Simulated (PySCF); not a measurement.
A structure optimised at PBE0-D3(BJ)/def2-SVP, used in a PySCF frequency run:

```
Ta
F 1 1.8105
F 1 1.8105 2 109.47
F 1 1.8105 2 109.47 3 120.00
F 1 1.8105 2 109.47 3 -120.00
```
Charge +1, spin multiplicity 1.

Task: Write its SMILES, formula and point group.

Result: [F][Ta+]([F])([F])[F], F4Ta, Td

Task: What are its rotational constants (standard atomic weights)?

Result: 3.0433, 3.0433, 3.0433 GHz
